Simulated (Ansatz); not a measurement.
`Br[SiH]1BC1` + H₂ → `B1C[SiH2]1` + HBr at 700 K and 1 bar (hydrogenolysis of the Si–Br bond).

Computed with Ansatz on PBE0-D4/def2-TZVP structures; ΔE is electronic, products minus reactants. CBS: MP2 limit from def2 TZ/QZ plus the TZ coupled-cluster correction, frozen cores. This one scheme is used for every species. For Br outer-core shells are correlated without core-valence functions, which leaves a few kJ/mol of doubt a bond. Scalar relativity is left out up to krypton.

| species | CCSD(T)/CBS energy (Eh) | H − E (kJ/mol) | S (J/(mol·K)) |
| --- | --- | --- | --- |
| `Br[SiH]1BC1` | -2927.63016 | 188.5 | 417.8 |
| H₂ | -1.17544 | 46.8 | 155.3 |
| `B1C[SiH2]1` | -354.85519 | 197.4 | 362.0 |
| HBr | -2573.91920 | 36.5 | 223.7 |

H − E and S are ideal-gas, rigid-rotor, harmonic terms from PBE0-D4/def2-TZVP, for one conformer and one mirror image of each species. The MP2-based limit puts H₂ 0.8 mEh under its directly extrapolated value; such offsets cancel only in part. 1 Eh = 2625.50 kJ/mol, R = 8.31446 J/(mol·K).

By hand: ΔE, ΔH, ΔS and ΔG.

ΔE = (-354.85519) + (-2573.91920) − (-2927.63016) − (-1.17544) = 0.03121 Eh = 81.9 kJ/mol. Δ(H − E) = 197.4 + 36.5 − 188.5 − 46.8 = -1.4, so ΔH = 80.5 kJ/mol. ΔS = 362.0 + 223.7 − 417.8 − 155.3 = 12.6 J/(mol·K). ΔG = 80.5 − 700 × (12.6)/1000 = 71.7 kJ/mol.

By hand: the equilibrium constant, and the temperature at which ΔG would vanish if ΔH and ΔS stayed fixed.

log₁₀ K = −ΔG/(RT ln 10) = -5.4. ΔG = 0 at ΔH/ΔS = 6389 K, far beyond where these terms or the molecules hold.

The number of gas molecules stays the same, so ΔS is small and ΔH decides. A doubt of 5 kJ/mol in ΔE shifts log₁₀ K by 0.4 here. Other conformers and mirror images would add mixing entropy, several J/(mol·K) or more a flexible species. These are equilibria of isolated gas molecules and say nothing of rates. Largest T1 diagnostic: 0.014 (customary marks: 0.02 for closed shells, 0.045 for open ones).
